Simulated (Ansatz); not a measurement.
C₂H₅In. The species carries charge 0 and has multiplicity 1. In: def2 effective core potential. The bonds changed during the relaxation, so this is another structure than the one it started from.

```xyz
8

C     0.8382    0.4432    0.4480
C     0.4160   -0.7300   -0.0401
In   -1.7521    1.3100   -0.3186
H     0.7334    0.6961    1.4978
H     1.3794    1.1556   -0.1654
H    -0.0789   -1.4652    0.5832
H     0.5660   -1.0064   -1.0769
H    -2.1021   -0.4034   -0.9279
```

**Question.** What are the harmonic wavenumbers in cm⁻¹ at PBE0-D4/def2-TZVP (Ansatz, finite differences of forces, unscaled)? (Estimate.)

**Answer.** The calculation gave: 106, 210, 213, 333, 437, 818, 946, 971, 1039, 1232, 1359, 1429, 1467, 1645, 3152, 3172, 3231, 3263.

**Question.** Is this a minimum?

**Answer.** Yes, all 18 modes are real.

**Question.** Give the ideal-gas thermochemistry at 298.15 K and 1 bar (rigid rotor, harmonic oscillator; point group Cs, symmetry number 1).

**Answer.** Zero-point energy 149.7 kJ/mol; H(298) − E = 166.7 kJ/mol; entropy 318.4 J/(mol·K), of which translation 170.8, rotation 105.4, vibration 42.2; G(298) − E = 71.7 kJ/mol.

**Question.** Rotational constants (cm⁻¹)?

**Answer.** 0.7212, 0.09085, 0.08341.
